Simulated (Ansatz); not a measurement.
Relaxation of C2H4LiNO (9 atoms, charge 0, multiplicity 1), to a largest force component of 0.02 eV/Å in at most 50 steps.

All numbers below come from RKS B3LYP-D4/STO-3G (Ansatz 0.2.0).

```xyz
9
Properties=species:S:1:pos:R:3
Li -2.319 -1.096 0.895
N -1.392 0.302 0.726
C -0.481 1.072 0.440
O 0.718 0.787 -0.190
C 0.937 -0.546 -0.555
H -0.459 2.157 0.642
H 1.912 -0.584 -1.037
H 0.926 -1.200 0.328
H 0.158 -0.893 -1.249
```

Where does it end, and by what steps?

The forces met the threshold. Limits of this set-up: minimal basis. After 8 steps the energy has fallen by 0.453 eV; Li1 moved furthest, 0.25 Å.

```
step  energy less start (eV)  largest force component (eV/Å)  accepted
   0                  0.0000                           4.750       yes
   1                 -0.3767                           1.074       yes
   2                 -0.4254                           0.321       yes
   3                 -0.4411                           0.323       yes
   4                 -0.4520                           0.045       yes
   5                 -0.4528                           0.098       yes
   6                 -0.4528                           0.089       yes
   7                 -0.4527                           0.110        no
   8                 -0.4534                           0.018       yes
```

```xyz
9
Properties=species:S:1:pos:R:3
Li -2.493 -0.957 1.011
N -1.383 0.165 0.697
C -0.483 1.056 0.437
O 0.774 0.860 -0.204
C 0.980 -0.553 -0.579
H -0.543 2.145 0.680
H 1.975 -0.592 -1.062
H 0.968 -1.218 0.309
H 0.205 -0.906 -1.289
```

The run took 21 s on 1 thread of Arm Neoverse V1, with other jobs on the host, peak memory 0.14 GiB.
